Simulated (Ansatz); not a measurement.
The inner images of a band of AlBrClFH₂O (7 atoms, charge 0, multiplicity 1) are given out of order.

Computed with RKS r2SCANh-D4/def2-SVP (Ansatz).

Image 0:

```xyz
7
Properties=species:S:1:pos:R:3
Al 0.024 -0.101 -0.012
F -0.073 0.328 1.604
Cl 1.809 0.326 -1.010
O -1.370 -0.322 -0.932
H -2.277 -0.371 -0.632
Br 0.568 -2.590 0.998
H 0.492 -1.785 2.177
```

Image 6:

```xyz
7
Properties=species:S:1:pos:R:3
Al 0.116 -0.558 -0.126
F 0.151 -0.036 1.799
Cl 1.803 0.415 -0.885
O -1.411 -0.093 -0.668
H -2.214 -0.610 -0.714
Br 0.419 -2.718 0.644
H 0.309 -0.913 2.143
```

Put them in order from the first end to the last, with their energies above the first end.
A.
```xyz
7
Properties=species:S:1:pos:R:3
Al 0.116 -0.444 -0.075
F 0.067 -0.066 1.767
Cl 1.823 0.397 -0.925
O -1.373 -0.210 -0.813
H -2.263 -0.467 -0.579
Br 0.531 -2.624 0.906
H 0.271 -1.100 1.911
```
B.
```xyz
7
Properties=species:S:1:pos:R:3
Al 0.068 -0.204 -0.008
F 0.010 0.135 1.668
Cl 1.831 0.356 -0.968
O -1.370 -0.274 -0.876
H -2.259 -0.458 -0.575
Br 0.546 -2.615 1.031
H 0.348 -1.454 1.919
```
C.
```xyz
7
Properties=species:S:1:pos:R:3
Al 0.092 -0.317 -0.027
F 0.044 0.015 1.713
Cl 1.828 0.377 -0.946
O -1.373 -0.247 -0.844
H -2.262 -0.466 -0.571
Br 0.537 -2.599 1.007
H 0.306 -1.277 1.860
```
D.
```xyz
7
Properties=species:S:1:pos:R:3
Al 0.047 -0.133 -0.010
F -0.031 0.239 1.632
Cl 1.823 0.344 -0.994
O -1.368 -0.300 -0.908
H -2.259 -0.422 -0.584
Br 0.559 -2.617 1.013
H 0.400 -1.625 2.044
```
E.
```xyz
7
Properties=species:S:1:pos:R:3
Al 0.128 -0.541 -0.120
F 0.093 -0.055 1.787
Cl 1.814 0.414 -0.896
O -1.378 -0.157 -0.759
H -2.253 -0.512 -0.614
Br 0.498 -2.681 0.760
H 0.270 -0.982 2.035
```

D (+0.012 eV), B (+0.052 eV), C (+0.103 eV), A (-0.018 eV), E (-0.119 eV).

Time of the run: 2.1 min on 4 threads of Arm Neoverse V2, on a shared host, peak memory 0.29 GiB.
